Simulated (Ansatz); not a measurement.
System: CAgO, charge 1, multiplicity 1. SMILES: [C+]([Ag])=O
Structure (B3LYP-D3(BJ)/def2-TZVP (Ansatz, a quantum-chemistry and plane-wave program) minimum search):
```xyz
3

Ag     0.0000     0.0000    -0.6399
C      0.0000     0.0000     1.5119
O      0.0000     0.0000     2.6254
```
Charge +1, spin multiplicity 1.

Computed values are from Ansatz. Cores are frozen in the correlated levels unless marked. UHF or UKS for open shells. No spin-orbit coupling. The frozen core is the preceding noble-gas configuration, with the filled d and f shells of earlier blocks. In def2 rows, elements after Kr have scalar-relativistic effective core potentials. CBS marks a two-point X^-3 extrapolation of the correlation energy; Hartree-Fock from the larger set. [CCSD(T)-MP2]/basis is that difference in the basis named.

| Item | Result |
|---|---|
| vertical ionisation energy (to the doublet) | 18.95 eV at RI-MP2/CBS(def2-TZVPPD,def2-QZVPPD)+[CCSD(T)-MP2]/def2-TZVPPD |
| vertical electron affinity (to the doublet; negative means unbound) | 6.25 eV at RI-MP2/CBS(def2-TZVPPD,def2-QZVPPD)+[CCSD(T)-MP2]/def2-TZVPPD |
| total energy | -259.5132 Eh at CCSD(T)/CBS(def2-TZVPPD,def2-QZVPPD) |
| T1 diagnostic | 0.015 at CCSD/def2-QZVPPD |
